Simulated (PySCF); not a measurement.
A GIAO shielding run with PySCF 2.14 (density fitting, non-relativistic, gas phase) on SMILES [SiH3]O[C@@H]1CCS1, C3H8OSSi:

```
$ OMP_NUM_THREADS=1 python probes_run.py task.json out

{"job": {"kind": "nmr", "xc": "PBE0", "basis": "pcSseg-1"}, "charge": 0, "multiplicity": 1}
Si    -2.473431     0.715192     0.380570
O     -1.164967    -0.212059     0.079243
C      0.122640     0.149452    -0.164294
C      1.128209    -1.000744    -0.044559
C      2.102344    -0.297686     0.898557
S      0.966776     1.113099     1.175322
H     -2.737575     1.598377    -0.758548
H     -2.262028     1.526469     1.576819
H     -3.439211    -0.359101     0.534587
H      0.201215     0.721239    -1.096742
H      0.643819    -1.855376     0.426752
H      1.560122    -1.315992    -0.993775
H      2.331499    -0.825721     1.820507
H      3.019911     0.042376     0.423420
```

Hardware: 1 thread of an Arm Neoverse V2, shared host. The job also computes population analyses, field gradients, ring-centre shieldings.

**Question.** How large is the calculation?

**Answer.** 64 electrons, 156 basis functions and 856 auxiliary functions.

**Question.** How long does it take, and how much memory does it need?

**Answer.** 18 s of wall time, with 14 SCF cycles and 5 response iterations; peak memory 0.72 GiB. Times on a shared host scatter by some tens of per cent.
